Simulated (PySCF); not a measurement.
An unknown shows these calculated signals:

¹H NMR (400 MHz, computed): δ 7.58 (br, 1H), 4.65 (s, 3H), 2.53 (m, 1H), 2.47 (m, 1H), 2.01 (m, 1H), 1.99 (m, 1H), 1.82 (m, 1H), 1.47 (m, 1H), 0.86 (m, 1H), 0.63 (m, 1H), 0.44 (m, 1H), -0.57 (br s, 1H).

¹³C{¹H} NMR (computed): δ 53.9 (CH), 44.2 (CH2), 40.3 (CH2), 29.8 (CH2), 25.1 (CH2).

Equivalent nuclei averaged, non-relativistic Hamiltonian, one conformer, isolated molecule. GIAO PBE0/pcSseg-1 shieldings; PBE0-D3(BJ)/def2-SVP structure; PySCF.

Chemical shifts δ = σref − σ; ¹H, ¹³C against TMS, all at this level.

Q: Which of these does the molecule contain: a ketone, an OH group, an NH or NH2 group, a Si–H bond, a benzene ring?

A: 
- A ketone: no.
- An OH group: no.
- An NH or NH2 group: yes (δH -0.57 (br s)).
- A Si–H bond: yes (δH 4.65 (s)).
- A benzene ring: no.

The data belong to SMILES C1CBC[C@@H](N[SiH3])C1, C$_{5}$H$_{14}$BNSi; they needn't prove each group on their own.

Carbon signals by region: 1 at 50–100 ppm, 4 below 50 ppm.

OH/NH shifts are gas-phase values; hydrogen bonding in solution moves them, usually downfield. Hydrogens on boron are broadened and split by ¹¹B (spin 3/2, 80 %) and 10B (spin 3). A carbon bonded to boron is broadened by the quadrupolar boron nucleus and is often missing from a measured spectrum. Shifts are as computed. Against solution values, carbons near 30 ppm lie about +2 ppm off and those near 130 ppm about +5 ppm. Of 1211 compounds with measured shifts, 218 miss one by over three times the rms of a fit or turn the order of signals round; such compounds aren't used in these exercises. Multiplicities follow the n + 1 count of equivalent neighbours, as no J values were calculated; m marks all less simple cases, F and P coupling included.
